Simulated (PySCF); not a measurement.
PySCF input (M06-2X/6-311+G**):

```python
from pyscf import gto, dft

mol = gto.M(
    atom='''
    C     1.14107200   -1.23853600    0.56627100
    Si    0.02888600   -0.08673500   -0.42960300
    C    -1.75960100   -0.18757900    0.15904900
    N     0.57383900    1.53640500   -0.12235300
    H     0.85290400   -2.28035200    0.41508600
    H     1.06246400   -1.00863800    1.63347400
    H     2.18748100   -1.13806200    0.27161400
    H    -2.16605600   -1.18653800   -0.00874200
    H    -2.39634700    0.52272600   -0.37190400
    H    -1.81721900    0.03471400    1.22919900
    H     1.55456300    1.75671700   -0.21659800
    H     0.01210400    2.31557200   -0.43314200
    ''',
    basis='6-311+g**',
    charge=0,
    spin=1,
    verbose=4,
)

mf = dft.UKS(mol, xc='m062x').density_fit(auxbasis='def2-universal-jkfit')
mf.grids.level = 4
mf.conv_tol = 1e-9
mf.max_cycle = 100
mf.max_memory = 1500
mf.kernel()
if not mf.converged:
    mf = mf.newton()
    mf.kernel(mf.make_rdm1())
mo, _, stable, _ = mf.stability(return_status=True)
if not stable:
    mf.kernel(mf.make_rdm1(mo, mf.mo_occ))
    stable = mf.stability(return_status=True)[2]
mf.dip_moment()
```

From the output:

```
    Y. Zhao and D. G. Truhlar,  Theor. Chem. Acc. 120, 215 (2008)
    Y. Zhao and D. G. Truhlar,  Theor. Chem. Acc. 120, 215 (2008)
radial grids:
    Treutler-Ahlrichs [JCP 102, 346 (1995); DOI:10.1063/1.469408] (M4) radial grids

becke partition: Becke, JCP 88, 2547 (1988); DOI:10.1063/1.454033
pruning grids: <function nwchem_prune>
grids dens level: 4
symmetrized grids: False
atomic radii adjust function: <function treutler_atomic_radii_adjust>
small_rho_cutoff = 0
Set gradient conv threshold to 3.16228e-05
tot grids = 239680
******** <class 'pyscf.df.df.DF'> ********
auxbasis = def2-universal-jkfit
init E= -425.402884545963
  alpha nocc = 21  HOMO = -0.138476399624949  LUMO = -0.0090875548404726
  beta  nocc = 20  HOMO = -0.344624655942618  LUMO = -0.138476399624963

WARN: HOMO -0.138476399624949 >= LUMO -0.138476399624963

cycle= 1 E= -425.18261762327  delta_E= 0.22  |g|= 0.306  |ddm|= 2.02
  alpha nocc = 21  HOMO = -0.180806829890445  LUMO = 0.0194043229588786
  beta  nocc = 20  HOMO = -0.280564565036044  LUMO = -0.0363435057283671
  HOMO = -0.18080682989  LUMO = -0.0363435057284  gap/eV = 3.93105
cycle= 2 E= -425.192728759285  delta_E= -0.0101  |g|= 0.287  |ddm|= 0.538
  alpha nocc = 21  HOMO = -0.20664613115872  LUMO = 0.012742821215484
  beta  nocc = 20  HOMO = -0.344794296838452  LUMO = -0.0453931798680464
  HOMO = -0.206646131159  LUMO = -0.045393179868  gap/eV = 4.38792
cycle= 3 E= -425.229242663198  delta_E= -0.0365  |g|= 0.04  |ddm|= 0.336
  alpha nocc = 21  HOMO = -0.209836752960257  LUMO = 0.0141957778915646
  beta  nocc = 20  HOMO = -0.332055021454899  LUMO = -0.0475728989357988
  HOMO = -0.20983675296  LUMO = -0.0475728989358  gap/eV = 4.41542
cycle= 4 E= -425.230026503098  delta_E= -0.000784  |g|= 0.0206  |ddm|= 0.0801
  alpha nocc = 21  HOMO = -0.210860720749849  LUMO = 0.014231365363037
  beta  nocc = 20  HOMO = -0.334932271777909  LUMO = -0.047770070366752
  HOMO = -0.21086072075  LUMO = -0.0477700703668  gap/eV = 4.43792
cycle= 5 E= -425.23029791087  delta_E= -0.000271  |g|= 0.0048  |ddm|= 0.0338
  alpha nocc = 21  HOMO = -0.211626401224891  LUMO = 0.0141512027617687
  beta  nocc = 20  HOMO = -0.334431584809003  LUMO = -0.048440938858781
  HOMO = -0.211626401225  LUMO = -0.0484409388588  gap/eV = 4.44050
cycle= 6 E= -425.230333797919  delta_E= -3.59e-05  |g|= 0.00151  |ddm|= 0.02
  alpha nocc = 21  HOMO = -0.212010852655112  LUMO = 0.0141380517110188
  beta  nocc = 20  HOMO = -0.334507890890763  LUMO = -0.0490458913885786
  HOMO = -0.212010852655  LUMO = -0.0490458913886  gap/eV = 4.43450
cycle= 7 E= -425.230338982561  delta_E= -5.18e-06  |g|= 0.000429  |ddm|= 0.00854
  alpha nocc = 21  HOMO = -0.21193650311676  LUMO = 0.0141563949245397
  beta  nocc = 20  HOMO = -0.334520719150648  LUMO = -0.0490252823715796
  HOMO = -0.211936503117  LUMO = -0.0490252823716  gap/eV = 4.43304
cycle= 8 E= -425.230339423433  delta_E= -4.41e-07  |g|= 0.000197  |ddm|= 0.00217
  alpha nocc = 21  HOMO = -0.211992601575247  LUMO = 0.014150630068128
  beta  nocc = 20  HOMO = -0.334574191050796  LUMO = -0.0490857868161096
  HOMO = -0.211992601575  LUMO = -0.0490857868161  gap/eV = 4.43292
cycle= 9 E= -425.230339469957  delta_E= -4.65e-08  |g|= 6.09e-05  |ddm|= 0.000597
  alpha nocc = 21  HOMO = -0.211980425566878  LUMO = 0.0141499710421367
  beta  nocc = 20  HOMO = -0.334583462531546  LUMO = -0.0490862802311238
  HOMO = -0.211980425567  LUMO = -0.0490862802311  gap/eV = 4.43258
cycle= 10 E= -425.230339476477  delta_E= -6.52e-09  |g|= 1.53e-05  |ddm|= 0.000219
  alpha nocc = 21  HOMO = -0.211978644252781  LUMO = 0.0141494743520959
  beta  nocc = 20  HOMO = -0.334586364517567  LUMO = -0.0490861365443448
  HOMO = -0.211978644253  LUMO = -0.0490861365443  gap/eV = 4.43253
cycle= 11 E= -425.230339476848  delta_E= -3.71e-10  |g|= 5.86e-06  |ddm|= 5.56e-05
  alpha nocc = 21  HOMO = -0.211978961515882  LUMO = 0.0141492044626714
  beta  nocc = 20  HOMO = -0.334586085611147  LUMO = -0.049087610453478
  HOMO = -0.211978961516  LUMO = -0.0490876104535  gap/eV = 4.43250
Extra cycle  E= -425.230339476883  delta_E= -3.47e-11  |g|= 3.52e-06  |ddm|= 1.5e-05
converged SCF energy = -425.230339476883  <S^2> = 0.75284088  2S+1 = 2.0028389
uhf_internal: lowest eigs of H = [0.28827174 0.32535236 0.32638052]
<class 'pyscf.df.df_jk.DFUKS'> wavefunction is stable in the internal stability analysis
Dipole moment(X, Y, Z, Debye):  0.23444,  0.57474, -0.18627
```

The geometry given is a B3LYP-D3(BJ)/def2-TZVP minimum.
